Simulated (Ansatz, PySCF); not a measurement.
B(F)(Me)(SMe) (C2H6BFS), SMILES CSB(C)F. Atoms are numbered in the order given.

```xyz
11

B      0.0321     0.8195     0.0000
F      0.9108     1.8258     0.0000
C     -1.4936     1.1640     0.0000
H     -2.1754     0.3048     0.0000
H     -1.7184     1.7885    -0.8812
H     -1.7184     1.7885     0.8812
S      0.7903    -0.8156     0.0000
C     -0.6231    -1.9538     0.0000
H     -1.2404    -1.8265     0.8990
H     -0.2088    -2.9703     0.0000
H     -1.2404    -1.8265    -0.8990
```
Charge 0, spin multiplicity 1.

Coordinates come from a PBE0-D3(BJ)/def2-SVP optimisation. The values are those of a single conformer.

Vertical ionisation energy (IE) and electron affinity (EA) in eV. Rows of orbital energies are one-electron estimates. Where ΔSCF, EOM or ADC give a negative EA the extra electron is unbound and the value depends on the basis.

```
level                                                                        IE          EA
-------------------------------------------------------------------  ----------  ----------
−ε(HOMO), −ε(LUMO), M06-2X/def2-TZVP (PySCF)                               8.58       -0.74
−ε(HOMO), −ε(LUMO), PBE/def2-TZVP (PySCF)                                  6.21        1.07
ΔSCF, PBE0/def2-SVPD (Ansatz), final states of multiplicity 2 and 2  (withheld)  (withheld)
ΔSCF, PBE/def2-SVPD (Ansatz), final states of multiplicity 2 and 2         9.58       -1.13
```

### Question
Fill in the missing entries. (The exact figures need the calculation; the answer reports its results.)

### Answer

- ΔSCF, PBE0/def2-SVPD (Ansatz, a program for electronic structure), final states of multiplicity 2 and 2, IE: 9.69
- ΔSCF, PBE0/def2-SVPD (Ansatz), final states of multiplicity 2 and 2, EA: -1.31

### Question
What vertical singlet–triplet gap does ΔSCF give with PBE0/def2-SVPD (Ansatz) and with PBE/def2-SVPD (Ansatz)? (The exact figures need the calculation; the answer reports its results.)

### Answer
5.27 and 5.19 eV (triplet above singlet where positive).
